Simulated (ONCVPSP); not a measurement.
**copper (Cu), ONCV: configuration errors across variants**

- Element: Cu (Z = 29)
- Generator: ONCVPSP 4.0.1
- Type: optimised norm-conserving Vanderbilt (ONCV)
- Functional: Wu-Cohen
- Relativity: scalar-relativistic
- Frozen core: [Ne]
- Valence charge: 19
- Reference configuration: 3s2 3p6 3d10 4s1
- Partial waves: 3s+4s: rc 1.05 bohr, ncon 4, nbas 7, qcut 14.9 1/bohr, 2 projectors; 3p: rc 0.95 bohr, ncon 4, nbas 9, qcut 12.7 1/bohr, 1 projector; 3d: rc 1.05 bohr, ncon 4, nbas 9, qcut 12.6 1/bohr, 2 projectors, debl 1.2 Ha
- Local potential: polynomial inside 0.75 bohr (lpopt 5, dvloc0 6 Ha)
- Core correction: none

All-electron excitation energies from the reference (eV): (1) 3s2 3p6 3d10 4s0 8.095; (2) 3s2 3p6 3d9 4s0 29.433; (3) 3s2 3p6 3d9 4s2 1.985.

1 further variants failed, have other tests or another functional or relativity, and are left out.

Errors AE − PS in meV (a dash: test not solved or not reliable):

```csv
change,(1),(2),(3),bound ghosts,GHOST(+) flags above zero
base,+2.7,-0.8,+6.6,none,none
p: rc 1.06,+2.7,-0.7,+6.6,none,none
p: qcut 15.9,+2.7,-0.8,+6.5,none,none
"local potential polynomial inside 0.75 bohr (lpopt 5, dvloc0 7.5 Ha)",+2.8,-0.6,+7.0,none,none
```

Question: Give the same row for: core correction Teter function, fcfact 3.5, rcfact 1.5.

Answer: +2.6, -0.8, +6.4; bound ghosts: none; GHOST(+) flags above zero: none.
